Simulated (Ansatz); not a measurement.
Consider the ligand exchange at the Si–C bond: `F[CH]([SiH3])[GeH3]` + `O[Si](Cl)(Cl)Cl` → `[SiH3]O[Si](Cl)(Cl)Cl` + `F[CH2][GeH3]`.

Isolated molecules relaxed with PBE0-D4/def2-TZVP in Ansatz; ΔE leaves out vibrations. CCSD(T)/CBS is the MP2 limit (def2-TZVPP, def2-QZVPP) plus CCSD(T) − MP2 in def2-TZVPP, frozen cores. Functionals use def2-TZVPP. B3LYP here is the variant with VWN-RPA as its local correlation; programs differ in this. For Ge outer-core shells are correlated without core-valence functions, which leaves a few kJ/mol of doubt a bond. Scalar relativity is left out up to krypton. One conformer a species, not always the lowest.

```
          level  ΔE (kJ/mol)
       B3LYP-D4       -121.6
           PBE0       -109.5
CCSD/def2-TZVPP       -123.7
 CCSD/CBS(def2)       -122.1
```

(1) What does CCSD(T)/CBS give? (Estimate.)

Largest T1 diagnostic among the species: 0.012.

## Answers

(1) Computed: -118.0 kJ/mol. The listed levels differ from it by -3.6, 8.5, -5.7, -4.1 kJ/mol.

From PBE to PBE0 (25 % exact exchange), in def2-TZVPP and without D4, ΔE moves by −8.4 kJ/mol. In def2-TZVPP, CCSD(T) changes the Hartree–Fock value by +26.3 kJ/mol (the triples alone add +4.1 kJ/mol) and MP2 by +23.6 kJ/mol.
